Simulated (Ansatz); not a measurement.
## Abstraction of Cl: BClF2 + CH2Br → BF2 + CH2BrCl

Gas-phase species: BClF2 (chlorodifluoroborane) `FB(F)Cl`, singlet; CH2Br `[CH2]Br`, doublet; BF2 `F[B]F`, doublet; CH2BrCl (bromochloromethane) `ClCBr`, singlet. A radical takes Cl: the energy is the difference in strength between the B–Cl bond broken and the C–Cl bond made.

Shapes, held fixed at every level: PBE0-D4/def2-TZVP. Programs: Ansatz 0.2.0. The zero-point and thermal change to 298 K, harmonic and unscaled (PBE0-D4/def2-TZVP), is +6.1 kJ/mol.

| level | kind | ΔH(298 K) (kJ/mol) | less CCSD(T)/def2-TZVPP |
| --- | --- | --- | --- |
| SPW92/def2-TZVPP | LDA | +171.1 | -12.0 |
| r2SCAN-D4/def2-TZVPP | meta-GGA | +184.6 | +1.5 |
| B3LYP-D4/def2-TZVPP | global hybrid | +179.7 | -3.4 |
| PBE0-D4/def2-TZVPP | global hybrid | +177.5 | -5.6 |
| CCSD(T)/def2-SVP | coupled cluster or CI | +203.3 | +20.2 |
| CCSD/def2-SVP | coupled cluster or CI | +206.3 | +23.2 |
| CCSD/def2-TZVPP | coupled cluster or CI | +186.9 | +3.8 |
| CCSD(T)/def2-TZVPP | coupled cluster or CI | +183.1 | 0.0 |

The highest level, CCSD(T)/def2-TZVPP, gives ΔH(298 K) = +183.1 kJ/mol; the levels span +171.1 to +206.3. The column of differences is taken from that level and isn't an error. No measured value is set beside it here. Open shells run unrestricted. Relativity is left out for Br. Outer-core shells of Br are correlated, in sets that cover them unevenly.
